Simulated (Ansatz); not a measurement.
Relaxation of AlClH6OSn (10 atoms, charge 0, multiplicity 1), to a largest force component of 0.03 eV/Å in at most 50 steps.

Computed with RKS B3LYP/def2-SVP in Ansatz.

```xyz
10
Properties=species:S:1:pos:R:3
Sn -0.181 -0.218 -0.499
Cl -0.456 1.152 2.835
H 0.969 -1.020 0.495
H 0.053 1.479 -0.606
H -0.327 -0.897 -2.083
O -1.961 -0.469 0.331
Al -3.485 -1.216 0.150
H -3.709 -2.240 -1.049
H -4.593 -0.889 1.248
H -1.490 0.579 2.211
```

Question: Where does it end, and by what steps?

Answer: The run converged. After 7 steps the energy has fallen by 0.146 eV; Cl2 moved furthest, 0.54 Å.

| step | energy less start (eV) | largest force component (eV/Å) | accepted |
| --- | --- | --- | --- |
| 0 | 0.0000 | 0.830 | yes |
| 1 | -0.0442 | 0.878 | yes |
| 2 | -0.0966 | 0.376 | yes |
| 3 | -0.1348 | 0.209 | yes |
| 4 | -0.1426 | 0.113 | yes |
| 5 | -0.1439 | 0.076 | yes |
| 6 | -0.1450 | 0.072 | yes |
| 7 | -0.1458 | 0.009 | yes |

```xyz
10
Properties=species:S:1:pos:R:3
Sn -0.112 -0.219 -0.550
Cl -0.990 1.093 2.916
H 1.054 -1.044 0.393
H 0.154 1.465 -0.686
H -0.383 -0.970 -2.072
O -1.860 -0.408 0.452
Al -3.400 -1.150 0.277
H -3.674 -2.026 -1.014
H -4.453 -0.905 1.426
H -1.517 0.425 1.892
```

The run took 30 s on 2 threads of Arm Neoverse V1 (shared host), peak memory 0.26 GiB.
